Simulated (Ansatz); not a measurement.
`C=N[Si](N)(O)F` and `N[Si](O)(F)Cl` differ in one atom or group.

Ansatz, PBE0-D4/def2-TZVP geometries, multiplicity 1. Each molecule was computed in one conformer, which needn't be the lowest.

| property | `C=N[Si](N)(O)F` |
| --- | --- |
| HOMO energy (ωB97M-V/def2-TZVPP) / eV | -9.56 |
| LUMO energy (ωB97M-V/def2-TZVPP) / eV | 1.36 |
| HOMO energy (PBE/def2-TZVPP) / eV | -5.73 |
| HOMO–LUMO gap (B3LYP/def2-TZVPP) / eV | 5.83 |
| HOMO–LUMO gap (PBE/def2-TZVPP) / eV | 3.73 |
| size of the dipole moment (PBE/def2-TZVPP) / D | 1.60 |

(1) Give the same properties after the change, and the shifts. (An estimate is asked.)

## Answers

(1) Computed: 
```json
{"property": "HOMO energy (ωB97M-V/def2-TZVPP) / eV", "`N[Si](O)(F)Cl`": "-10.76", "shift": "-1.20"}
{"property": "LUMO energy (ωB97M-V/def2-TZVPP) / eV", "`N[Si](O)(F)Cl`": "1.90", "shift": "0.54"}
{"property": "HOMO energy (PBE/def2-TZVPP) / eV", "`N[Si](O)(F)Cl`": "-6.79", "shift": "-1.06"}
{"property": "HOMO–LUMO gap (B3LYP/def2-TZVPP) / eV", "`N[Si](O)(F)Cl`": "8.15", "shift": "2.32"}
{"property": "HOMO–LUMO gap (PBE/def2-TZVPP) / eV", "`N[Si](O)(F)Cl`": "6.37", "shift": "2.64"}
{"property": "size of the dipole moment (PBE/def2-TZVPP) / D", "`N[Si](O)(F)Cl`": "3.04", "shift": "1.44"}
```

With PBE0 the HOMO falls by 1.15 eV and the LUMO rises by 1.34 eV, so the gap widens by about 2.49 eV. PBE moves the HOMO by -1.06 eV and ωB97M-V by -1.20 eV. Dipoles are sizes alone; their direction can turn.

B3LYP here is the variant with VWN-RPA as its local correlation; programs differ in this.
